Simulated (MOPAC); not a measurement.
A run for MOPAC: PM6 on H2P (SMILES [PH2+]), 2S+1 = 3, a spin state set in the input, which need not be the lowest. Charge +1.

```
PM6 1SCF PRECISE CHARGE=1 UHF MS=1 THREADS=1
H2P

P     -0.00022356 1     0.08110998 1     0.00000000 1
H     -1.23605902 1    -0.61173639 1     0.00000000 1
H      1.23941242 1    -0.60491337 1     0.00000000 1
```

Program output:

```
*******************************************************************************
 **                                                                           **
 **                              MOPAC v23.2.5                                **
 **                                                                           **
 *******************************************************************************
 ** MOPAC's Digital Object Identifier: https://doi.org/10.5281/zenodo.6511958 **
 **                                                                           **
 ** Please cite the open-source release paper for use of this MOPAC version:  **
 ** J. E. Moussa and J. J. P. Stewart (2026)                                  **
 ** MOPAC: An open-source semiempirical molecular orbital program             **
 ** J. Open Source Softw., 11(119), 8025, https://doi.org/10.21105/joss.08025 **
 *******************************************************************************

                              PM6 CALCULATION RESULTS

 *******************************************************************************
 *  PM6        - The PM6 Hamiltonian to be used
 *  UHF        - UNRESTRICTED HARTREE-FOCK CALCULATION
 *
 *
 *
 *                 CHARGE ON SYSTEM = +1
 *
 *
 *
 *  MS=        - IN MECI, MAGNETIC COMPONENT OF SPIN =  1.0
 *  PRECISE    - TIGHTER CRITERIA TO BE USED
 *  1SCF       - DO 1 SCF AND THEN STOP
 *  THREADS=1  - MULTI-THREADING NOT USED
 *  T=         - A TIME OF 172800.0 SECONDS REQUESTED
 *  DUMP=N     - RESTART FILE WRITTEN EVERY 7200.0 SECONDS REQUESTED
 *******************************************************************************
PM6 1SCF PRECISE CHARGE=1 UHF MS=1 THREADS=1
 H2P

   ATOM   CHEMICAL          X               Y               Z
  NUMBER   SYMBOL      (ANGSTROMS)     (ANGSTROMS)     (ANGSTROMS)

     1       P         -0.00022356  *   0.08110998  *   0.00000000  *
     2       H         -1.23605902  *  -0.61173639  *   0.00000000  *
     3       H          1.23941242  *  -0.60491337  *   0.00000000  *



          CARTESIAN COORDINATES

    NO.       ATOM           X           Y           Z

     1         P         -0.0002      0.0811      0.0000
     2         H         -1.2361     -0.6117      0.0000
     3         H          1.2394     -0.6049      0.0000

 General Reference for PM6:
 "Optimization of Parameters for Semiempirical Methods V: Modification of NDDO Approximations
 and Application to 70 Elements", J. J. P. Stewart, J. Mol. Mod., 13, 1173-1213 (2007)
 URL: https://link.springer.com/article/10.1007/s00894-007-0233-4

           Empirical Formula: H2 P  =     3 atoms



      MOLECULAR POINT GROUP   :   C2v


          UHF CALCULATION, NO. OF ALPHA ELECTRONS =    4
                           NO. OF BETA  ELECTRONS =    2

 -------------------------------------------------------------------------------
 PM6 1SCF PRECISE CHARGE=1 UHF MS=1 THREADS=1
 H2P



     1SCF WAS SPECIFIED, SO BFGS WAS NOT USED
     SCF FIELD WAS ACHIEVED


                              PM6 CALCULATION
                                                       MOPAC v23.2.5 Linux




          FINAL HEAT OF FORMATION =        259.78617 KCAL/MOL =    1086.94534 KJ/MOL


          COSMO AREA              =         60.24 SQUARE ANGSTROMS
          COSMO VOLUME            =         42.85 CUBIC ANGSTROMS

          IONIZATION POTENTIAL    =         17.047737 EV
          ALPHA SOMO LUMO (EV)    =        -17.048 -3.833
          BETA  SOMO LUMO (EV)    =        -22.318 -9.377
          NO. OF ALPHA ELECTRONS  =          4
          NO. OF BETA  ELECTRONS  =          2
          MOLECULAR WEIGHT        =         32.9896         POINT GROUP:  C2v

          MOLECULAR DIMENSIONS (Angstroms)

            Atom       Atom       Distance
            H     3    H     2     2.47548
            H     2    P     1     0.68944
            P     1    H     2     0.00000


          SCF CALCULATIONS        =          1





   ATOM   CHEMICAL          X               Y               Z
  NUMBER   SYMBOL      (ANGSTROMS)     (ANGSTROMS)     (ANGSTROMS)

     1       P         -0.00022356  *   0.08110998  *   0.00000000  *
     2       H         -1.23605902  *  -0.61173639  *   0.00000000  *
     3       H          1.23941242  *  -0.60491337  *   0.00000000  *

                             CARTESIAN COORDINATES

   1    P       -0.000223560     0.081109980     0.000000000
   2    H       -1.236059020    -0.611736390     0.000000000
   3    H        1.239412420    -0.604913370     0.000000000


           Empirical Formula: H2 P  =     3 atoms



      MOLECULAR POINT GROUP   :   C2v


          ALPHA EIGENVALUES
 -28.31804 -22.84153 -18.60109 -17.04774  -3.83267  -2.42782 113.09985 113.09990
 113.29877 113.68499 113.69570


           BETA EIGENVALUES
 -27.22445 -22.31772  -9.37714  -7.83243  -3.33465  -1.67401 115.02798 115.15288
 115.25023 115.56201 115.72867


              NET ATOMIC CHARGES AND DIPOLE CONTRIBUTIONS

  ATOM NO.   TYPE          CHARGE      No. of ELECS.   s-Pop       p-Pop       d-Pop
    1          P           0.654834        4.3452     1.48168     2.85638     0.00711
    2          H           0.172583        0.8274     0.82742
    3          H           0.172583        0.8274     0.82742
 DIPOLE           X         Y         Z       TOTAL
 POINT-CHG.     0.003    -0.941     0.000     0.941
 HYBRID        -0.000     0.175    -0.000     0.175
 SUM            0.002    -0.766    -0.000     0.766


          ATOMIC ORBITAL ELECTRON POPULATIONS

     Atom    s        px        py        pz      x^2-y^2     xz        z^2       yz        xy
    1  P   1.48168   1.04580   0.81058   1.00000   0.00130   0.00000   0.00164   0.00000   0.00417
    2  H   0.82742
    3  H   0.82742


                    (SZ)    =    1.000000
                    (S**2)  =    2.001128


          ATOMIC ORBITAL SPIN POPULATIONS

    Atom   Total    s     px     py     pz   x^2-y^2  xz     z^2    yz     xy
         Atomic
    1  P  1.9499  0.210  0.026  0.715  1.000 -0.000  0.000 -0.000  0.000 -0.000
    2  H  0.0251  0.025
    3  H  0.0251  0.025

 **********************
 *                    *
 * JOB ENDED NORMALLY *
 *                    *
 **********************




 == MOPAC DONE ==
```

The run finished.

Cost: very roughly 0.03 core-seconds.
